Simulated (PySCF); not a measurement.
Compound: C7H11 (doublet state).
Cartesian coordinates in Å at the GFN2-xTB level; atoms count from 1:
```
atom  x, y, z in Å
C1     2.3588   -0.0408   -0.7514
C2     0.8627   -0.1185   -0.6011
C3     0.1341    1.0160    0.1375
C4    -1.2558    1.2093   -0.1820
C5    -2.0135   -0.0646   -0.0621
C6    -1.1140   -0.9952    0.7792
C7     0.2674   -0.3719    0.7419
H8     2.8123    0.3981    0.1347
H9     2.7766   -1.0377   -0.8921
H10    2.6294    0.5657   -1.6144
H11    0.3497   -0.5348   -1.4593
H12    0.7377    1.8551    0.4537
H13   -1.7037    2.1488   -0.4368
H14   -2.9917    0.0854    0.4036
H15   -2.2095   -0.5078   -1.0490
H16   -1.4677   -1.0314    1.8112
H17   -1.1083   -2.0146    0.3898
H18    0.9267   -0.5549    1.5785
```

The hyperfine couplings belong to this conformer and change with its torsions.

As a line formula: `C1C[CH][C@@H]2[C@H]([C@H]12)C` [radical].

Computed with UKS B3LYP, pcH-1 on C H, non-relativistic, mean-field spin-orbit, GIAO in PySCF 2.14.0. Isolated species at its GFN2-xTB geometry (one conformer only). The geometry wasn't refined by DFT: couplings that depend on bond lengths, twists or pyramidal angles can differ widely from those at the functional's own minimum. No stability test was run, so a lower SCF solution isn't excluded.

Q: Break the g tensor into its mass correction, gauge correction and orbital-Zeeman/spin–orbit terms.

A: 
```json
{"Δg (ppm)": "relativistic mass correction", "1": "-149", "2": "-149", "3": "-149"}
{"Δg (ppm)": "gauge correction", "1": "7", "2": "19", "3": "24"}
{"Δg (ppm)": "orbital Zeeman/spin–orbit", "1": "48", "2": "615", "3": "741"}
{"Δg (ppm)": "total", "1": "-94", "2": "485", "3": "616"}
```

So g = 2.00223, 2.00280, 2.00294 and g_iso = 2.00265; the tensor is rhombic: the two nearest values differ by 19 % of g3 − g1. Axes: g2 points within 12° of the C4–C5 bond.

Q: Average each term over the three axes. Which is largest in size?

A: The orbital-Zeeman/spin–orbit term 468, the mass correction -149 and the gauge correction 16 ppm, for a total of 336 ppm. The orbital-Zeeman/spin–orbit term is the largest in size. The mass correction is the same along every axis, so the anisotropy comes from the other two: their spans along these axes are 18 (gauge) and 692 ppm (orbital Zeeman/spin–orbit).

Q: At 9.755 GHz, how far is the centre of the isotropic spectrum from where a free electron (g = 2.002319) resonates?

A: B = hν/(g μB) with μB/h = 13.99624 MHz/mT gives 348.08 mT for the free electron and 348.02 mT at g_iso, 0.06 mT lower.

Q: What effective moment and Curie constant follow for a powder?

A: With the mean of g² = 4.0106 and S(S+1) = 0.75: μ_eff = √(⟨g²⟩S(S+1)) = 1.734 μB and χT = 0.12505·⟨g²⟩·S(S+1) = 0.376 cm³ K/mol (cgs; spin-Hamiltonian part alone).

Q: In a frozen sample, at which fields do the three g values resonate at 9.5, 34, 94 and 263 GHz (hyperfine left aside), and which band first spreads them over more than twice a line width of 0.5 mT?

A: 
```csv
band,GHz,B(g3) mT,B(g2) mT,B(g1) mT,spread mT
X,9.5,338.88,338.90,339.00,0.12
Q,34.0,1212.83,1212.91,1213.26,0.43
W,94.0,3353.12,3353.34,3354.31,1.19
J,263.0,9381.61,9382.22,9384.93,3.33
```

The spread grows in proportion to the frequency. W band is the first where it exceeds 1.0 mT.

The Mulliken spin populations are largest on C4 (+0.97), C2 (+0.10), C3 (-0.10) and C5 (-0.08). C4 is the only atom above +0.15. The angles at C4 add up to 360.0°, so it is planar; its axial dipolar tensor and the negative coupling of its proton fit spin in a p orbital normal to that plane.

The HOMO–LUMO gaps are 5.83 eV among the α and 6.43 eV among the β orbitals.

Hardware: an Arm Neoverse V1 with one thread, shared host with 32 logical CPUs at a one-minute load of 26. Cost: 78 s (grids of density and orbitals included), 1.0 GiB resident at most.
